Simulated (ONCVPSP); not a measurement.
Reading a pseudo-wave (C)

Columns: radius, all-electron u(r) and pseudo u(r) of the 2p shell (level -10.65 eV) of carbon in the configuration [He] 2s2 2p1.5; PBEsol, scalar-relativistic, ONCV scheme, ONCVPSP 4.0.1.

```csv
r (bohr),all-electron,pseudo
0.093,0.0449,0.0207
0.185,0.1387,0.0791
0.278,0.2481,0.1684
0.370,0.3535,0.2753
0.463,0.4492,0.3893
0.555,0.5301,0.4963
0.648,0.5977,0.5897
0.740,0.6511,0.6623
0.833,0.6917,0.7142
0.925,0.7197,0.7460
1.018,0.7373,0.7615
1.110,0.7454,0.7645
1.203,0.7457,0.7588
1.295,0.7395,0.7475
1.388,0.7279,0.7320
1.480,0.7122,0.7140
1.573,0.6929,0.6935
1.665,0.6713,0.6714
1.758,0.6475,0.6475
1.850,0.6226,0.6226
1.943,0.5966,0.5966
2.035,0.5704,0.5704
2.128,0.5437,0.5437
2.220,0.5174,0.5174
2.313,0.4911,0.4911
2.405,0.4657,0.4657
```

How many radial nodes do the two functions have?

The all-electron 2p function has n − l − 1 = 0; the pseudo-wave has 0.

At about which radius was the pseudo-wave matched?

1.85 bohr. The columns agree to 0.0005 from 1.67 bohr on; several derivatives are matched, so the curves merge somewhat inside the radius.

Is the pseudo-wave norm-conserving?

Yes: the ONCV scheme keeps the norm inside the radius equal to the all-electron one, which fixes the energy derivative of the logarithmic derivative at the level.
